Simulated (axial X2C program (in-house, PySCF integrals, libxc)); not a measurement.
CoF: properties at the nuclei

Calculated with an in-house all-electron X2C program for linear molecules (integrals from PySCF): two-component X2C with atomic mean-field Coulomb and Gaunt terms, Gaussian nuclei, basis Co dyall-cv3z, F dyall-av3z with contracted cores.

R = 1.741 Å (near the PBE0 minimum at charge 0 of the determinant lowest at the starting distance; the state shown can have its own minimum elsewhere).

Input and command:
```json
{"zs": [27, 9], "q": 0, "bas": ["dyall-cv3z", "dyall-av3z"], "r0": 1.75, "levels": ["PBE0", "HF", "BP86", "PBE", "B3LYP"], "nst": 3}
```
```bash
python soeom.py task.json out
```

Keys: zs atomic numbers; q charge; bas basis sets; r0 starting distance in Å; levels methods; nst determinants followed.

Determinant lowest in the PBE0 search, Ω = 4 (⟨Sz⟩ = 1.00, ⟨Lz⟩ = 3.00 at PBE0), spin on the atoms Co 0.96, F 0.04:

```tsv
level	Eeff magnitude (GV/cm)	Ws magnitude Co (kHz)	A∥/gI Co (MHz)	qzz Co (a.u.)	A∥/gI F (MHz)	qzz F (a.u.)	μ (D)
PBE0	0.981	0.0842	152	-0.42	15.1	1.10	-3.88
HF	1.58	0.149	129	-0.74	5.52	0.58	-2.84
BP86	0.546	0.0432	260	-0.25	17.4	1.23	-3.64
PBE	0.565	0.0449	253	-0.27	17.7	1.22	-3.65
B3LYP	0.878	0.0739	176	-0.38	15.6	1.14	-3.94
```

Eeff is the effective electric field on the electron electric dipole moment in this Ω state and Ws the scalar–pseudoscalar constant of the nucleus named (defined with the proton number Z and per Ω); A∥ (defined per Ω) follows by multiplying with gI = μI/(I μN); qzz is the electric field gradient, eQq0 = 234.96 MHz × Q/barn × qzz; μ is positive if the F end (last atom) is positive. The operators were transformed with the bare-nucleus X2C matrices; with these basis sets, hyperfine constants and field gradients can be off by tens of per cent, and where levels differ in sign neither size nor sign is settled.

Each state is one determinant with collinear spin, which with several unpaired electrons need not be a pure state. Unrestricted Hartree–Fock can overshoot spin polarisation at the nuclei. With several open shells hyperfine constants can be off by a factor of several. Where Eeff spreads by more than a factor of two the levels disagree and none is to be relied on. Open-shell Ω = 0 determinants with evenly filled partner blocks cannot be reached by this program, so the Ω shown need not be the lowest component. At HF a later determinant lies lower. States lie within half an eV, so the first need not be the ground state. Further determinants of the search, some of them spin-mixed, are not shown. Where a field gradient or hyperfine factor spreads by more than a factor of two over the levels, a constant derived from it is not to be relied on.
